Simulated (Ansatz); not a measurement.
Molecule: aminomethylgermylmethanamine, C$_{2}$H$_{10}$GeN$_{2}$, charge 0, multiplicity 1. 
Coordinates optimised at B3LYP-D3(BJ)/def2-TZVP (Ansatz, a first-principles code):
```xyz
15

N      1.8127     1.3874     0.2156
C      1.5113     0.2044    -0.5961
Ge     0.0101    -0.8074     0.2080
C     -1.5192     0.4315     0.4323
N     -1.8433     1.0677    -0.8481
H      2.5949     1.9076    -0.1649
H      1.0248     2.0220     0.2567
H      1.2741     0.4150    -1.6479
H      2.3830    -0.4521    -0.5946
H      0.4300    -1.3632     1.5838
H     -0.3884    -1.9684    -0.7254
H     -2.3753    -0.1642     0.7534
H     -1.2934     1.1296     1.2500
H     -1.0703     1.6217    -1.1955
H     -2.6397     1.6885    -0.7616
```

Dipole moments at this geometry, in debye (magnitudes).

| level | program | dipole (D) |
|---|---|---|
| PBE/def2-TZVPD | Ansatz | 1.92 |
| revPBE/def2-TZVPD | Ansatz | 1.93 |
| B97M-V/def2-TZVPD | Ansatz | 2.00 |
| B3LYP/def2-TZVPD | Ansatz | 1.88 |
| PBE0/def2-TZVPD | Ansatz | 1.91 |
| r2SCANh/def2-TZVPD | Ansatz | 1.94 |
| r2SCAN0/def2-TZVPD | Ansatz | 1.93 |
| HSE06/def2-TZVPD | Ansatz | 1.91 |
| CAM-B3LYP/def2-TZVPD | Ansatz | 1.86 |
| LC-wPBE/def2-TZVPD | Ansatz | 1.88 |
| wB97M-V/def2-TZVPD | Ansatz | 1.88 |
| wB97X-V/def2-TZVPD | Ansatz | 1.87 |
| CCSD(T)/aug-cc-pVDZ | Ansatz | 1.83 |
